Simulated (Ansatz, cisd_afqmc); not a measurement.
System: SiCl, charge 1, singlet. SiCl+ (parent SMILES Cl[Si], singlet).
B3LYP-D3(BJ)/def2-TZVP minimum from Ansatz (a program for electronic structure):
```xyz
2

Si     0.0000     0.0000    -1.0778
Cl     0.0000     0.0000     0.8876
```
Charge +1, spin multiplicity 1.

Total energies in aug-cc-pV(D+d)Z, 10 correlated electrons, 10 frozen orbitals. Radicals and triplets start from unrestricted determinants; spin-orbit coupling is neglected. Correlated methods leave the cores frozen. No relativity. The Monte Carlo rows (phaseless AFQMC, CISD trial, step 0.005/hartree) carry one-sigma bars that omit the constraint's bias. Outlying blocks are dropped, and bars are widened where a walk drifts. Over all cases where full CI ran beside it in this data, AFQMC minus full CI had a median of +0.1 mEh and passed +0.4 mEh in a tenth of the cases.

```
method         program         energy (Eh)  minus CCSDTQ (mEh)
----------  ----------  ------------------  ------------------
HF              Ansatz          -748.17354              245.45
MP2             Ansatz          -748.38217               36.82
CCSD            Ansatz          -748.40844               10.55
CCSD(T)         Ansatz          -748.41741                1.58
CCSDT(Q)        Ansatz          -748.41903               -0.04
CCSDTQ          Ansatz          -748.41899                0.00
AFQMC/CISD  cisd_afqmc  -748.4179 ± 0.0004           1.1 ± 0.4
```

Rough core times of Ansatz's runs on a shared machine: CCSD(T) under 20 s, CCSDT(Q) 50 s, CCSDTQ 20 min.
